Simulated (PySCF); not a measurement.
Job for PySCF: R-B3LYP/3-21G on C2H5Br (a complex), monomers drawn apart or pushed together.

```python
from pyscf import gto, scf, dft, mp
from pyscf.data.elements import chemcore

mol = gto.M(
    atom='''
    C    -0.14505955   -0.59116914    0.32365369
    C     0.13863937    0.68865879    0.11543025
    H     0.63022878   -1.34672923    0.36179590
    H    -1.16365290   -0.93312190    0.46149653
    H    -0.63671769    1.44398702    0.07450053
    H     1.15687198    1.03045478   -0.02518372
    Br    0.30470587    0.55647736    3.71695033
    H     0.17981454    0.34966317    2.30087307
    ''',
    basis='3-21g',
    charge=0, spin=0, verbose=3, max_memory=1800)
mf = dft.RKS(mol, xc='b3lyp')
mf.conv_tol = 1e-8
mf.max_cycle = 100
mf.kernel()
if not mf.converged:
    mf = mf.newton().run(mf.mo_coeff, mf.mo_occ)
```

Output:

```
converged SCF energy = -2640.54885325897
```

Self-consistency was reached.

Cost: roughly 0.8 core-seconds.
